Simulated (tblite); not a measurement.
Species: C6H10NP.
Z-matrix (Å and degrees, GFN2-xTB geometry), rows numbered from 1:
```
C 
C   1  1.5288
C   2  1.5288  1  111.51
N   2  1.4503  1  110.61  3   123.45
C   4  1.3536  2  123.62  1   118.28
C   5  1.3621  4  113.56  2   179.93
P   6  1.7576  5  111.73  4     0.02
C   4  1.3530  2  123.94  1   -61.80
H   1  1.0880  2  110.32  3  -178.41
H   1  1.0871  2  110.75  3   -58.27
H   1  1.0869  2  109.95  3    61.73
H   2  1.0965  1  108.72  3  -119.87
H   3  1.0866  2  109.94  1   -61.51
H   3  1.0879  2  110.31  1   178.56
H   3  1.0870  2  110.77  1    58.44
H   5  1.0764  4  119.41  2    -0.08
H   6  1.0747  5  123.95  4  -179.99
H   8  1.0750  4  119.60  2     0.02
```

Calculated harmonic vibrations of the isolated species, GFN2-xTB (tblite), most abundant isotopes, no scaling. This tight-binding method is rough: wavenumbers can miss measured ones by several per cent, in bad cases by 10 to 20. One conformer, not necessarily the lowest.

Harmonic wavenumbers (cm⁻¹): 46.8, 107.8, 187.1, 202.3, 230.2, 312.9, 355.1, 433.7, 490.4, 561.4, 570.0, 658.4, 717.2, 758.3, 804.1, 844.9, 906.6, 945.2, 955.9, 961.3, 974.2, 1089.9, 1104.9, 1139.7, 1165.4, 1195.7, 1214.0, 1303.3, 1305.6, 1396.0, 1402.8, 1413.0, 1424.0, 1485.2, 1486.9, 1492.0, 1494.2, 1499.2, 2928.1, 3036.6, 3039.1, 3044.0, 3047.8, 3047.9, 3052.3, 3106.3, 3123.0, 3130.8.

A = 3707, B = 1114, C = 1050 MHz; mass 127.055 u (most abundant isotopes); point group Cs, symmetry number 1.

Task: What is the zero-point energy?

Result: Half the sum of the wavenumbers: 32596 cm⁻¹ = 389.93 kJ/mol.

Task: Give the ideal-gas entropy at 350 K and 1 bar in the rigid-rotor, harmonic-oscillator model (classical rotation).

Result: Translation 172.61, rotation 122.06, vibration 110.60: S = 405.3 J/(mol K).

Task: And Cp and H(350 K) − H(0)?

Result: Cp = 162.92 J/(mol K), of which vibrations give 129.67 (their classical limit is 48 R = 399.1); H(350 K) − H(0) = 32.88 kJ/mol without the zero-point energy, 21.24 from vibrations.

Task: Blend soft modes into free rotors: weight 1/[1 + (100 cm⁻¹/ν̃)⁴] for the oscillator and the rest for a rotor with moment μB/(μ + B), μ = h/(8π²ν), B = 10⁻⁴⁴ kg m². What vibrational entropy results?

Result: 103.38 J/(mol K) in place of 110.60, which changes −T·S at 350 K by +2.53 kJ/mol.

Task: How do the functions run with temperature in this model?

Result: 
```csv
T (K),S (J/(mol K)),Cp (J/(mol K)),H − H(0) (kJ/mol),G − H(0) (kJ/mol),ln q(vib)
100,276.7,65.3,4.75,-22.92,1.14
200,333.0,101.7,13.08,-53.52,2.98
300,381.8,142.3,25.25,-89.28,4.97
500,472.9,217.5,61.59,-174.88,9.20
800,592.5,290.1,138.74,-335.25,15.65
1000,660.8,321.3,200.05,-460.71,19.77
```

q(vib) and H(0) count from the zero-point level.

Hindered rotation and anharmonicity are outside this model. Other conformers, if any are populated, would add a mixing term that is left out.
